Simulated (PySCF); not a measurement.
1-methylcyclopentene (C6H10), SMILES CC1=CCCC1. Atoms are numbered in the order given.

```xyz
16

C      2.2289     0.2947    -0.0411
C      0.7437     0.1555    -0.0446
C     -0.1693     1.0901    -0.3668
C     -1.5761     0.5541    -0.3200
C     -1.4117    -0.7706     0.4567
C      0.0674    -1.1615     0.2714
H      2.5469     1.3084    -0.3264
H      2.6477     0.0683     0.9555
H      2.6947    -0.4220    -0.7411
H      0.0759     2.1097    -0.6824
H     -1.9596     0.3837    -1.3465
H     -2.2936     1.2423     0.1602
H     -2.1148    -1.5547     0.1348
H     -1.6011    -0.5832     1.5270
H      0.4964    -1.6614     1.1583
H      0.2102    -1.8657    -0.5735
```
Charge 0, spin multiplicity 1.

Geometry: r2SCAN-D4/def2-SVP. Other conformers were not sampled.

The numbers are results of r2SCAN/def2-TZVP run with PySCF, not measurements.

Isolated molecule, no solvent.

```yaml
total_energy: -234.57816 hartree
highest_occupied_level: -5.57 eV
lowest_empty_level: -0.07 eV
orbital_gap: 5.50 eV
dipole_moment: 0.29 D
quadrupole, principal values (traceless, Buckingham form, about the centre of nuclear charge): -1.41, 0.39, 1.02 D·Å
mean_static_polarisability: 71.4 bohr³ (10.58 Å³)
polarisability_principal_values: 55.8, 72.0, 86.4 bohr³
```
